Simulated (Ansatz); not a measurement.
Species: sum formula BN2H4Br, net charge 0, singlet state. SMILES: B(Br)(N)N
Structure (B3LYP-D3(BJ)/def2-TZVP (Ansatz, a first-principles code) minimum search):
```
B
N 1 1.4034
H 2 1.0035 1 122.24
H 2 1.0056 3 114.36 1 180.00
N 1 1.4034 2 125.10 3 -180.00
H 5 1.0035 1 122.24 2 180.00
H 5 1.0056 6 114.36 1 180.00
Br 1 1.9699 2 117.45 3 0.00
```
Charge 0, spin multiplicity 1.

Wanted: vertical triplet-singlet gap (E(triplet) - E(singlet); each state is the SCF solution reached for its spin; the UHF <S^2> is 2.16 for the triplet (pure: 2.00); for the triplet the Hartree-Fock reference is unstable and T1 is 0.037), in kcal/mol. Valence correlation only, unless marked. UHF or UKS for open shells. Spin-orbit coupling is left out. Frozen are the shells of the preceding noble gas and the d and f shells that filled before the atom's block. No relativistic terms. 

```tsv
level	program	vertical triplet-singlet gap (kcal/mol)
RI-HF/aug-cc-pVTZ	Ansatz	125.7
r2SCAN/def2-TZVPD	Ansatz	133.1
BHLYP/def2-TZVPD	Ansatz	140.2
CAM-B3LYP/def2-TZVPD	Ansatz	141.5
wB97M-V/def2-TZVPD	Ansatz	146.2
wB97X-V/def2-TZVPD	Ansatz	148.1
B2PLYP/def2-TZVPD	Ansatz	139.4
CCSD/aug-cc-pVTZ	Ansatz	141.4
CCSD(T)/aug-cc-pVTZ	Ansatz	139.4
```
